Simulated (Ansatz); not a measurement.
# Reading a saddle point

A first-order saddle point of GeH6OF2, closed shell, PBE0-D4/def2-TZVP, with one imaginary mode of 233i cm⁻¹:

Ge1  (-0.969, -0.607, -0.353)
O2  (-0.129, 1.065, 0.255)
H3  (-0.408, -1.202, -1.645)
H4  (-1.541, -1.477, 0.762)
H5  (-2.152, 0.315, -0.814)
H6  (1.706, -0.367, 0.555)
F7  (0.847, -1.222, 0.445)
H8  (0.900, 1.057, 0.400)
F9  (2.191, 0.588, 0.593)
H10  (-0.446, 1.851, -0.198)
(Å)

Ansatz 0.2.0; basis: def2-TZVPP and def2-QZVPP; cores frozen in the correlated methods. Filled d shells of the heavier atoms are correlated. The def2 sets are not built for correlating such inner shells, so the correlated values are less sure here. Extrapolation: Hartree–Fock as exp(−7.88 √X), correlation as X^−2.97.

Q: Which contacts change along the imaginary mode, and what lies on either side? (A judgement: the text doesn't fix the answer.)

A: Computed: The step is GeH₄O ([OH][GeH3]) + HF + HF → GeH₃F ([F][GeH3]) + H₂O + HF, with the molecules in contact on both sides. Shortening one way: Ge1–F7, O2–H8, H6–F9; lengthening the same way: Ge1–O2, H6–F7, H8–F9.
| pair | one side (Å) | saddle (Å) | other side (Å) |
| --- | --- | --- | --- |
| Ge1–F7 | 3.22 | 2.08 | 1.78 |
| O2–H8 | 1.49 | 1.04 | 0.97 |
| H6–F9 | 1.61 | 1.07 | 0.94 |
| Ge1–O2 | 1.82 | 1.97 | 3.01 |
| H6–F7 | 0.94 | 1.22 | 1.60 |
| H8–F9 | 0.98 | 1.39 | 1.91 |

Q: Which side is lower, and how far does the saddle lie above each? (Judge from chemistry; the value comes from the calculation.)

A: By the calculation: The side with Ge1–F7, O2–H8, H6–F9 short is lower by 0.128 eV; the saddle lies 0.840 eV above it and 0.712 eV above the other (CCSD(T) at an estimated basis limit (MP2 extrapolated from triple and quadruple zeta, plus CCSD(T) − MP2 in triple zeta); electronic energies).

T1 diagnostic: at most 0.012.

Steps of this kind, hydrogen fluoride cutting a network bond, underlie vapour etching and the fluorination step of atomic layer etching.

Labels in which every atom is bracketed show which atoms are joined, not bond orders.

For scale, one of the runs: CCSD(T)/def2-TZVPP, 225 basis functions, launched by `ansatz run in.yaml --threads 8 --pin off --events-out ev --progress --plain --max-ram 19148MiB`. Hardware: 8 CPU threads of an Intel Xeon Platinum 8259CL, shared host. Wall time 57 s; peak host memory 4.1 GiB.
